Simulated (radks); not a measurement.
Task: Au I, 79 electrons, occupied as [Xe] 4f14 5d9 6s1 7s1 (not the ground configuration). Calculated with a radial shooting solver on a logarithmic mesh with Libxc functionals: scalar-relativistic Kohn-Sham, PBE, spin-polarised, spherical densities, point nucleus; open shells are filled with parallel spins first (spin-orbit coupling, left out, can overturn this in heavy ions). Some entries of the table are withheld. Estimate them.

| orbital | occ. | eigenvalue (Ry) | <r^2> (bohr^2) | r(max) (bohr) |
|---|---|---|---|---|
| 1s up | 1 | -5938.428 | 0.0003929 | 0.01041 |
| 1s down | 1 | -5938.426 | 0.0003929 | 0.01041 |
| 2s up | 1 | -1048.227 | 0.005992 | 0.06016 |
| 2s down | 1 | -1048.221 | 0.005992 | 0.06016 |
| 2p up | 3 | -906.1173 | 0.005047 | 0.04981 |
| 2p down | 3 | -906.1124 | 0.005047 | 0.04981 |
| 3s up | 1 | -247.8495 | 0.03864 | 0.1696 |
| 3s down | 1 | -247.8466 | 0.03864 | 0.1696 |
| 3p up | 3 | -206.6393 | 0.03974 | 0.1690 |
| 3p down | 3 | -206.6362 | 0.03974 | 0.1690 |
| 3d up | 5 | -162.6675 | 0.03292 | 0.1376 |
| 3d down | 5 | -162.6630 | 0.03292 | 0.1376 |
| 4s up | 1 | -54.25066 | 0.1869 | 0.3826 |
| 4s down | 1 | -54.24425 | 0.1869 | 0.3826 |
| 4p up | 3 | -40.74079 | 0.2136 | 0.4028 |
| 4p down | 3 | -40.73456 | 0.2136 | 0.4028 |
| 4d up | 5 | -24.53431 | 0.2428 | 0.4103 |
| 4d down | 5 | -24.52701 | 0.2427 | 0.4103 |
| 5s up | 1 | -8.55479 | 0.9630 | 0.8479 |
| 5s down | 1 | -8.51680 | 0.9602 | 0.8473 |
| 4f up | 7 | (1) | 0.3016 | 0.3756 |
| 4f down | 7 | (2) | 0.3010 | 0.3755 |
| 5p up | 3 | -4.97848 | 1.296 | 0.9525 |
| 5p down | 3 | -4.92979 | 1.289 | 0.9515 |
| 5d up | 5 | -1.04271 | 2.793 | 1.206 |
| 5d down | 4 | -0.96928 | 2.764 | 1.200 |
| 6s up | 1 | -0.81073 | 7.510 | 2.197 |
| 6s down | 0 | -0.72325 | 7.781 | 2.204 |
| 7s up | 1 | -0.12722 | 66.95 | 7.071 |

Result: 
(1) 4f up eigenvalue (Ry): -6.54457
(2) 4f down eigenvalue (Ry): -6.53463
